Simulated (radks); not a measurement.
Results of a calculation; reference values are marked as such.
Numerical settings for neutral xenon, [Xe]. Code: a radial shooting solver on a logarithmic mesh with Libxc functionals. Model: Dirac Kohn-Sham, PBEsol, spin-unpolarised, spherical densities, finite nucleus; Fermi nuclear charge, rms radius 4.7859 fm. The defaults (mesh step 0.008 in ln r, mesh end at 40 bohr or more with all orbitals vanishing there, Anderson mixing 0.5 over 9 steps, residual threshold near 1e-9 with the energy settled to 1e-9 hartree or 1e-11 of itself, here a cap of 81 iterations) give E = -7446.9568 hartree and 5p3/2 at -7.859 eV in 11 iterations. Run on one thread of a shared host, so times are rough (Arm Neoverse V1): 0.12 s of CPU time, 0.12 s wall, 11 iterations on 2437 mesh points. Changes against that run (0 stands for a change within the tolerance of the run):

mesh step in ln r 0.03: iterations 11; converged yes; E (mhartree) +0.00341; e(5p3/2) (meV) 0; CPU (s) 0.04
mesh step in ln r 0.05: iterations 11; converged yes; E (mhartree) +0.0248; e(5p3/2) (meV) -0.00493; CPU (s) 0.03
mesh step in ln r 0.003: iterations 11; converged yes; E (mhartree) 0; e(5p3/2) (meV) 0; CPU (s) 0.29
mesh end (bohr) 1: iterations 13; converged level above zero; E (mhartree) +3.36e+05; e(5p3/2) (meV) +1.02e+06; CPU (s) 0.09
mesh end (bohr) 8: iterations 12; converged yes; E (mhartree) +0.815; e(5p3/2) (meV) +42.5; CPU (s) 0.11
residual threshold 1e-05: iterations 9; converged yes; E (mhartree) 0; e(5p3/2) (meV) +0.182; CPU (s) 0.11
residual threshold 0.001: iterations 8; converged yes; E (mhartree) 0; e(5p3/2) (meV) -3.1; CPU (s) 0.1
mixing 0.01: iterations 20; converged yes; E (mhartree) 0; e(5p3/2) (meV) 0; CPU (s) 0.18
linear mixing, mixing 1: iterations 81; converged no; E (mhartree) +1.57e+05; e(5p3/2) (meV) +7.86e+03; CPU (s) 1.8
linear mixing, mixing 0.2: iterations 81; converged no; E (mhartree) 0; e(5p3/2) (meV) 0; CPU (s) 0.53
mixing history 20: iterations 11; converged yes; E (mhartree) 0; e(5p3/2) (meV) 0; CPU (s) 0.12
iteration cap 3: iterations 3; converged no; E (mhartree) +1.4; e(5p3/2) (meV) +323; CPU (s) 0.04

Settled on a wrong energy, with an occupied level pushed above zero by the early mesh end: mesh end (bohr) 1 (+336 hartree). Apart from these: no run marked as converged misses the energy by more than 1 mhartree. A mesh that ends early acts as a hard wall.
